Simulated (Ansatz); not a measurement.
Isomers of CdB9 (doublet), relaxed with PBE-D4/def2-SVP; total energies from Ansatz at PBE0-D4/def2-TZVP.

| isomer | description | energy (Eh) |
| --- | --- | --- |
| A | point group C2v; 14 × B–B 1.55 to 1.97 Å; 1 × B–Cd 2.16 Å | -390.94413 |
| B | point group Cs; 18 × B–B 1.57 to 1.95 Å; 1 × B–Cd 2.31 Å | -390.95172 |

In the def2 sets Cd takes a core potential; there is no spin–orbit coupling.

The isomers come from a short search, and lower ones may exist.

Problem. Work out the relative energies (1 Eh = 2625.5 kJ/mol) and the Boltzmann populations at 500 K from electronic energies alone (R = 8.314 J/mol/K).

Solution. ΔE: A 19.9, B 0.0 kJ/mol. RT = 4.16 kJ/mol. Factors exp(−ΔE/RT): A 0.00837, B 1; sum 1.008. Populations: A 0.8 %, B 99.2 %. Zero-point energy, vibrational entropy and symmetry numbers are left out and can shift these; an error of 4 kJ/mol changes a ratio by a factor of 2.6. Over the other density-functional and correlated levels in def2 sets, the gap between B and A ranges from 7 to 8 kJ/mol.
